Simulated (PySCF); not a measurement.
PySCF input (M06-2X/def2-TZVPD):

```python
from pyscf import gto, scf, dft

mol = gto.M(
    atom='''
    O     1.16286152   -0.20239142   -0.09139627
    Si   -0.46776482    0.06932882    0.03513133
    H    -1.07060418   -0.61167173    1.20401702
    H    -1.20301448   -0.28673947   -1.20022050
    H    -0.48056609    1.54693909    0.23553510
    ''',
    basis='def2-tzvpd',
    charge=0,
    spin=1,
    verbose=4,
)

mf = dft.UKS(mol, xc='m062x').density_fit(auxbasis='def2-universal-jkfit')
mf.grids.level = 4
mf.conv_tol = 1e-9
mf.max_cycle = 100
mf.max_memory = 1500
mf.kernel()
if not mf.converged:
    mf = mf.newton()
    mf.kernel(mf.make_rdm1())
for _ in range(2):
    mo, _, stable, _ = mf.stability(return_status=True)
    if stable:
        break
    mf.kernel(mf.make_rdm1(mo, mf.mo_occ))
mf.analyze()
```

End of the output:

```
Extra cycle  E= -366.446072900348  delta_E= -2.05e-12  |g|= 6.55e-07  |ddm|= 1.81e-06
converged SCF energy = -366.446072900348  <S^2> = 0.75494219  2S+1 = 2.0049361
uhf_internal: lowest eigs of H = [0.01231608 0.14738415 0.33459204]
<class 'pyscf.df.df_jk.DFUKS'> wavefunction is stable in the internal stability analysis
**** SCF Summaries ****
Total Energy =                        -366.446072900347701
Nuclear Repulsion Energy =              56.358639856815635
One-electron Energy =                 -618.474151607924796
Two-electron Energy =                  195.669438850761480
Two-electron Coulomb Energy =          226.215487137919723
DFT Exchange-Correlation Energy =      -30.546048287158229
HOMO-LUMO gap [eV] =                     6.972153961423995
**** MO energy ****
                             alpha | beta                alpha | beta
MO #1   energy= -67.0337036071535  | -67.0341649525704  occ= 1 | 1
MO #2   energy= -19.6837347126215  | -19.6692410301612  occ= 1 | 1
MO #3   energy= -5.57331462050689  | -5.5736072229802   occ= 1 | 1
MO #4   energy= -3.88464140305037  | -3.88518653563108  occ= 1 | 1
MO #5   energy= -3.88326855811183  | -3.8838206990692   occ= 1 | 1
MO #6   energy= -3.88301042070512  | -3.88322749130604  occ= 1 | 1
MO #7   energy= -1.12321354515027  | -1.04668315672149  occ= 1 | 1
MO #8   energy= -0.622304992742386 | -0.611348690468816 occ= 1 | 1
MO #9   energy= -0.522938088534996 | -0.457480940515324 occ= 1 | 1
MO #10  energy= -0.482298286378925 | -0.456478970572137 occ= 1 | 1
MO #11  energy= -0.475749411247207 | -0.427080863205138 occ= 1 | 1
MO #12  energy= -0.409596183085273 | -0.379512176875025 occ= 1 | 1
MO #13  energy= -0.396205385139991 | -0.123290242560486 occ= 1 | 0
MO #14  energy= 0.0121563611320448 | 0.0112722029151268 occ= 0 | 0
MO #15  energy= 0.0226719604047824 | 0.0227505196760846 occ= 0 | 0
MO #16  energy= 0.0507277101791378 | 0.0538105337448306 occ= 0 | 0
MO #17  energy= 0.0588894260551099 | 0.059559406215183  occ= 0 | 0
MO #18  energy= 0.0740312517200783 | 0.0730662666223948 occ= 0 | 0
MO #19  energy= 0.0791857956851697 | 0.0773504403112902 occ= 0 | 0
MO #20  energy= 0.0802333794465307 | 0.0797046304582884 occ= 0 | 0
MO #21  energy= 0.102679230673203  | 0.106618137081831  occ= 0 | 0
MO #22  energy= 0.10541314632094   | 0.109613937754614  occ= 0 | 0
MO #23  energy= 0.141491202757364  | 0.142154791344473  occ= 0 | 0
MO #24  energy= 0.163155700750707  | 0.162847976012138  occ= 0 | 0
MO #25  energy= 0.1640644149578    | 0.16441075558404   occ= 0 | 0
MO #26  energy= 0.165838674276206  | 0.17138354616675   occ= 0 | 0
MO #27  energy= 0.190970600432553  | 0.190668590652925  occ= 0 | 0
MO #28  energy= 0.198642729367408  | 0.199147474563833  occ= 0 | 0
MO #29  energy= 0.231123797934662  | 0.224983979848001  occ= 0 | 0
MO #30  energy= 0.25925311036675   | 0.259912317839425  occ= 0 | 0
MO #31  energy= 0.261947374314191  | 0.261307011598752  occ= 0 | 0
MO #32  energy= 0.262262461234924  | 0.261757884220895  occ= 0 | 0
MO #33  energy= 0.283261613586518  | 0.284625531028683  occ= 0 | 0
MO #34  energy= 0.314178651654065  | 0.320443180014608  occ= 0 | 0
MO #35  energy= 0.327982954288435  | 0.327128989205189  occ= 0 | 0
MO #36  energy= 0.328148177722892  | 0.328183335992488  occ= 0 | 0
MO #37  energy= 0.365341043307626  | 0.360186188248515  occ= 0 | 0
MO #38  energy= 0.371001588217266  | 0.368973682450372  occ= 0 | 0
MO #39  energy= 0.384386432596733  | 0.382598052260671  occ= 0 | 0
MO #40  energy= 0.408932697386243  | 0.409037187465987  occ= 0 | 0
MO #41  energy= 0.464816899087092  | 0.463712631286522  occ= 0 | 0
MO #42  energy= 0.471175897414922  | 0.474878778320979  occ= 0 | 0
MO #43  energy= 0.479462322812112  | 0.480019339511895  occ= 0 | 0
MO #44  energy= 0.489559016850245  | 0.480772967451144  occ= 0 | 0
MO #45  energy= 0.514939552993454  | 0.50858777458918   occ= 0 | 0
MO #46  energy= 0.523541960086338  | 0.519325591488698  occ= 0 | 0
MO #47  energy= 0.547128878076336  | 0.54696282970516   occ= 0 | 0
MO #48  energy= 0.550192129240421  | 0.549674250023115  occ= 0 | 0
MO #49  energy= 0.612269960141472  | 0.611337458391327  occ= 0 | 0
MO #50  energy= 0.62547881894732   | 0.628755406847922  occ= 0 | 0
MO #51  energy= 0.689160868875956  | 0.690164759880981  occ= 0 | 0
MO #52  energy= 0.702020229206644  | 0.704825879670452  occ= 0 | 0
MO #53  energy= 0.721739749812855  | 0.719701157956994  occ= 0 | 0
MO #54  energy= 0.81403281791083   | 0.816291661465325  occ= 0 | 0
MO #55  energy= 0.818713979172906  | 0.818899452956826  occ= 0 | 0
MO #56  energy= 0.853334987585755  | 0.855696022377584  occ= 0 | 0
MO #57  energy= 0.969379873528915  | 0.969852082721204  occ= 0 | 0
MO #58  energy= 1.03118458652602   | 1.0310281738802    occ= 0 | 0
MO #59  energy= 1.07455462799674   | 1.0753946043984    occ= 0 | 0
MO #60  energy= 1.08026615743896   | 1.08064770849129   occ= 0 | 0
MO #61  energy= 1.1534165497991    | 1.15527835942335   occ= 0 | 0
MO #62  energy= 1.15941573600451   | 1.16047509584715   occ= 0 | 0
MO #63  energy= 1.17577084298834   | 1.17453347626027   occ= 0 | 0
MO #64  energy= 1.19367087947429   | 1.19333488387706   occ= 0 | 0
MO #65  energy= 1.19903345359665   | 1.19721281528878   occ= 0 | 0
MO #66  energy= 1.23256864018038   | 1.2335317560214    occ= 0 | 0
MO #67  energy= 1.35226186888748   | 1.35472534973396   occ= 0 | 0
MO #68  energy= 1.36176789939159   | 1.36370607143068   occ= 0 | 0
MO #69  energy= 1.4244538604196    | 1.42684834896896   occ= 0 | 0
MO #70  energy= 1.53551570794458   | 1.53386741245014   occ= 0 | 0
MO #71  energy= 1.53629901584863   | 1.53562303577149   occ= 0 | 0
MO #72  energy= 1.6636180318392    | 1.66412126172423   occ= 0 | 0
MO #73  energy= 1.74258414886002   | 1.77746637346843   occ= 0 | 0
MO #74  energy= 1.75861194435946   | 1.78461529543317   occ= 0 | 0
MO #75  energy= 1.88707093222747   | 1.88578042039846   occ= 0 | 0
MO #76  energy= 1.89618644255678   | 1.89801448674005   occ= 0 | 0
MO #77  energy= 1.94877173019242   | 1.95703329931962   occ= 0 | 0
MO #78  energy= 1.97399770184035   | 1.97794041776075   occ= 0 | 0
MO #79  energy= 2.04442112856466   | 2.04864242897797   occ= 0 | 0
MO #80  energy= 2.06431989650136   | 2.06294320976174   occ= 0 | 0
MO #81  energy= 2.10480972077516   | 2.11255976436833   occ= 0 | 0
MO #82  energy= 2.14673124451419   | 2.1486441241115    occ= 0 | 0
MO #83  energy= 2.26913671695318   | 2.28042274417373   occ= 0 | 0
MO #84  energy= 2.4217125894866    | 2.4276156738207    occ= 0 | 0
MO #85  energy= 2.49003039940176   | 2.49204382047723   occ= 0 | 0
MO #86  energy= 2.50048530860717   | 2.51271259266344   occ= 0 | 0
MO #87  energy= 2.79359346540808   | 2.84672569886862   occ= 0 | 0
MO #88  energy= 2.85267493559998   | 2.87582299030126   occ= 0 | 0
MO #89  energy= 2.85483250096513   | 2.90362129811262   occ= 0 | 0
MO #90  energy= 2.9786335710104    | 2.97949051532137   occ= 0 | 0
MO #91  energy= 2.99107268537517   | 2.99025402444139   occ= 0 | 0
MO #92  energy= 3.05735852740543   | 3.0921311504819    occ= 0 | 0
MO #93  energy= 3.52517469758872   | 3.55511177719035   occ= 0 | 0
MO #94  energy= 5.10570871284472   | 5.13883218110776   occ= 0 | 0
MO #95  energy= 5.10994979651243   | 5.17231560030881   occ= 0 | 0
MO #96  energy= 5.16554896713784   | 5.19965737969314   occ= 0 | 0
MO #97  energy= 5.16619207365335   | 5.20078823017705   occ= 0 | 0
MO #98  energy= 5.23579240203206   | 5.27344958581564   occ= 0 | 0
MO #99  energy= 5.2557025215147    | 5.28635124046762   occ= 0 | 0
MO #100 energy= 5.27862777591072   | 5.2955514777496    occ= 0 | 0
MO #101 energy= 6.31153410115985   | 6.35259361332403   occ= 0 | 0
MO #102 energy= 6.31386153105364   | 6.35407060887783   occ= 0 | 0
MO #103 energy= 6.35448330371183   | 6.44877381269452   occ= 0 | 0
MO #104 energy= 6.36486489293918   | 6.44949396154524   occ= 0 | 0
[...]
```

It need not be the lowest isomer of its formula.
